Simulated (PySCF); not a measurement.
BH3, SMILES B. Atoms are numbered in the order given.

```xyz
4

B      0.0000     0.0000     0.0000
H     -1.1894     0.0000     0.0000
H      0.5947    -1.0300     0.0000
H      0.5947     1.0300     0.0000
```
Charge 0, spin multiplicity 1.

Coordinates come from a B3LYP-D3(BJ)/def2-TZVPD optimisation. The isomer is the one that the SMILES or the coordinates give; other isomers of the formula were not compared.

Computed with PySCF with B3LYP/pcJ-2.

Isotropic couplings with Fermi-contact, spin-dipole and both spin-orbit terms, one fixed conformer, no vibrational averaging. Isotopes: 11B, 1H.

Computed spin–spin coupling constants:
```
pair   bonds apart  J (Hz)
-----  -----------  ------
B1–H2            1   137.8
B1–H3            1   137.8
B1–H4            1   137.8
H2–H3            2     3.4
H2–H4            2     3.4
H3–H4            2     3.4
```
